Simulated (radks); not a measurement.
The numbers below are computed, except where a source is named.
Excited configurations of the mercury ion Hg52+: one electron is placed in a higher orbital outside [Ar] 3d9. The ground configuration is [Ar] 3d10. Code: a radial shooting solver on a logarithmic mesh with Libxc functionals. Model: scalar-relativistic Kohn-Sham, LDA (Slater exchange, Perdew-Wang correlation), spin-polarised, spherical densities, finite nucleus; open shells are filled with parallel spins first (spin-orbit coupling, left out, can overturn this in heavy ions); Fermi nuclear charge, rms radius 5.4648 fm. Excitation = E - E(ground); binding = E(ion) - E, where the ion is the core of charge +53; n* = 53/sqrt(2 binding) in atomic units. These energies are relativistic, and a one-electron ion of charge +53 with no core already has n* below n in this formula (scalar-relativistic equation, point nucleus: 4s 3.936, 4f 3.993, 5p 4.961, 6s 5.932, 7s 6.930, 7d 6.978). The quantum defect is therefore taken as that value minus n*, so that it holds no relativistic shift of the bare ion.

| outer orbital | excitation (eV) | binding (eV) | n* | quantum defect | eigenvalue (eV) | <r> (bohr) |
|---|---|---|---|---|---|---|
| 4s | 1945.4 | 3150.5 | 3.483 | 0.453 | -3121.9 | 0.3457 |
| 4f | 2600.5 | 2495.4 | 3.913 | 0.079 | -2460.8 | 0.3161 |
| 5p | 3304.1 | 1791.8 | 4.618 | 0.343 | -1776.8 | 0.5876 |
| 6s | 3825.0 | 1270.9 | 5.484 | 0.448 | -1260.9 | 0.8529 |
| 7s | 4186.4 | 909.52 | 6.482 | 0.448 | -902.53 | 1.191 |
| 7d | 4261.2 | 834.74 | 6.766 | 0.212 | -827.97 | 1.241 |

The Delta-SCF ionisation energy is 5095.9 eV (NIST Atomic Spectra Database: 5055 eV, theoretical). Self-interaction in the functional shifts the binding energies and quantum defects, so they are the method's values and not measured ones. Open shells are spherical and high-spin; term and fine-structure splittings are not resolved. Spin-orbit splitting is averaged out at the scalar-relativistic level.
